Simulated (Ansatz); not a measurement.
Total energies of ClHSSn (`[SH][Sn][Cl]`).

```xyz
4

S     1.548    0.239   -0.003
Sn   -0.170   -1.462   -0.214
Cl   -2.031   -0.003    0.051
H     0.653    1.227    0.167
```

The species carries charge 0 and has multiplicity 1. Correlated methods include outer-core shells of Sn, which these sets cover unevenly. Sn: def2 effective core potential. The structure was optimised at the PBE0-D4/def2-TZVP level. It is one conformer, not always the lowest. Basis def2-TZVPP, Ansatz.

RPA on PBE orbitals: Hartree–Fock energy of these orbitals -1071.04210 Eh, correlation -1.02882 Eh (frozen core).

| functional | energy without D4 (Eh) | D4 term (kJ/mol) |
| --- | --- | --- |
| LDA (SPW92) | -1070.22483 | – |
| PBE | -1073.06206 | -12.9 |
| revPBE | -1073.31268 | -29.1 |
| BLYP | -1073.37054 | -27.2 |
| r2SCAN | -1073.44320 | -2.6 |
| B97M-V | -1073.19800 | – |
| PBE0 | -1073.13458 | -10.9 |
| B3LYP | -1073.52745 | -21.5 |
| r2SCANh | -1073.42709 | -2.9 |
| r2SCAN0 | -1073.40390 | -3.3 |
| HSE06 (plane-wave form) | -1073.11833 | -10.5 |
| BHLYP | -1073.34607 | -21.2 |
| CAM-B3LYP | -1073.42438 | -11.6 |
| LC-ωPBE | -1073.19800 | – |
| ωB97X-V | -1073.26475 | – |
| ωB97M-V | -1073.32579 | – |
| B2PLYP | -1072.95529 | – |
| PBE-QIDH | -1072.76375 | – |

B3LYP takes the VWN-RPA correlation (the form of Gaussian; ORCA's B3LYP/G). HSE06 is the plane-wave form, built on full-range PBE exchange. The double hybrids freeze the cores in their second-order part.

LC-ωPBE has ω = 0.4 bohr⁻¹.
